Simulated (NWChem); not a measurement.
## A calculation on BrGe (+1)

```xyz
2

Ge     0.0000     0.0000     1.1674
Br     0.0000     0.0000    -1.0674
```
Charge +1, spin multiplicity 1.

The numbers come from NWChem runs, not from measurements. The geometry was optimised at PBE/def2-SVP, a minimum by its harmonic frequencies.

Symmetry labels belong to the abelian group C2v used in the runs, with the axes of the coordinates shown; states degenerate in a higher group split over its labels.

The Hamiltonian is non-relativistic. B3LYP has NWChem's definition, with VWN1-RPA local correlation. The spin multiplicity of the parent species was assumed, not shown to be that of its ground state. The structure started from a generated list of species.

**Question.** List the lowest 3 singlet excitations that TD-B3LYP/def2-SVPD, VWN1-RPA local correlation gives, with oscillator strengths.

**Answer.** 
```tsv
state	symmetry	energy (eV)	wavelength (nm)	f
1	a2	4.12	301	0.000
2	a2	4.31	288	0.000
3	a1	4.31	288	0.000
```
